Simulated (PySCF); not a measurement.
Labels have come off several samples. The candidates:

A. `C(#N)CC(C#N)C#N`
B. pyrazinecarbonitrile (N#Cc1cnccn1)
C. SMILES NCC1=CCNC1

Spectrum 1. ¹H NMR (300 MHz, computed): δ 5.66 (t, 1H), 3.88 (m, 2H), 3.62 (s, 2H), 3.40 (s, 2H), 0.96 (br s, 1H), 0.84 (br s, 2H). ¹³C{¹H} NMR (computed): δ 160.6 (C), 127.5 (CH), 60.0 (CH2), 59.6 (CH2), 46.9 (CH2).

Spectrum 2. ¹H NMR (300 MHz, computed): δ 3.55 (t, 1H), 2.87 (d, 2H). ¹³C{¹H} NMR (computed): δ 118.8 (C), 116.4 (C), 23.1 (CH2), 19.8 (CH).

Spectrum 3. ¹H NMR (300 MHz, computed): δ 9.26 (s, 1H), 8.97 (m, 1H), 8.96 (m, 1H). ¹³C{¹H} NMR (computed): δ 157.9 (CH), 151.6 (CH), 150.3 (CH), 136.7 (C), 121.3 (C).

- σ from GIAO-PBE0/pcSseg-1
- geometry from GFN2-xTB
- run in PySCF 2.14.0 with density-fitted response routines
- gas phase, equivalent nuclei averaged, no relativistic terms, one conformer

δ = σ(ref) − σ, references computed at the same level: ¹H (31.72 ppm) and ¹³C (186.93 ppm) against TMS. Where no couplings were computed, multiplicities follow the n + 1 count of equivalent neighbours, and m marks all less simple cases (inequivalent or close neighbours, rings, F or P nearby). Shifts are as computed. Against solution values, carbons near 30 ppm lie about +3 ppm off and those near 130 ppm about +5 ppm (rms about the fit 2.1 ppm; single classes can miss by 10 ppm). Of 1328 compounds with measured shifts, 309 miss one by over three times the rms of a fit or turn the order of signals round; such compounds aren't used in these exercises. Signals without a measured value on file couldn't be tested in this way; 1H shifts scatter by 0.2 ppm about their fit, and single ones miss by 0.5 ppm. OH and NH positions are gas-phase values without hydrogen bonding to other molecules.

Q: Which spectrum belongs to which compound?

A: 1–C, 2–A, 3–B.

- Spectrum 1 (C): 5 ¹³C signals; δC 160.6 is a fully substituted alkene carbon; δC 127.5 is an alkene CH.
- Spectrum 2 (A): 4 ¹³C signals; δC 118.8 is a nitrile carbon; δC 116.4 is a nitrile carbon.
- Spectrum 3 (B): 5 ¹³C signals; δC 157.9 is an aromatic CH next to a ring nitrogen; δC 151.6 is an aromatic CH next to a ring nitrogen.
